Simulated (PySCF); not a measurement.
Ligand exchange on a metal centre used in film growth or etching (Ti F-NH2). All species are isolated molecules in the gas phase. One relaxed conformer stands for each flexible species; it need not be the lowest.

The numbers are results of PBE-D3(BJ)/def2-TZVP // r2SCAN-D4/def2-SVP run with PySCF, not measurements. All candidates: neutral, multiplicity 1. 

```yaml
LUMO: -1.66 eV
HOMO–LUMO gap: 3.76 eV
HOMO: -5.42 eV
```

Question: Identify which member has these values.
A) [Ti(F)2(NH2)2]
B) [Ti(F)(NH2)3]
C) [Ti(F)4]
D) [Ti(NH2)4]

Answer: D, [Ti(NH2)4]. The others give [Ti(F)(NH2)3]: -1.96 eV, 3.86 eV, -5.82 eV; [Ti(F)2(NH2)2]: -2.59 eV, 3.70 eV, -6.29 eV; [Ti(F)4]: -3.98 eV, 6.46 eV, -10.44 eV
